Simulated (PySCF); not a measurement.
Cd(Br)(NH2) (BrCdH2N), SMILES [NH2][Cd][Br]. Heavy atoms are numbered as in [Cd:1]([Br:2])[NH2:3]. Hydrogens are named by the atom that carries them.

Geometry optimised at PBE-D3(BJ)/def2-TZVP. The def2 effective core potentials stand for the cores of Cd; spin–orbit coupling is left out. The values are those of a single conformer.

Level of theory: PBE/def2-TZVPD (PySCF).

Mulliken values depend strongly on the basis, most of all with diffuse functions as here. ESP charges are fitted to the potential on shells at 1.4 to 2.0 van der Waals radii. Atomic charges (e), one atom of each kind:

```csv
atom,ESP fit,Mulliken
Cd1,0.58,0.51
Br2,-0.34,-0.32
N3 (NH2),-0.70,-0.66
H on N3,0.23,0.23
```
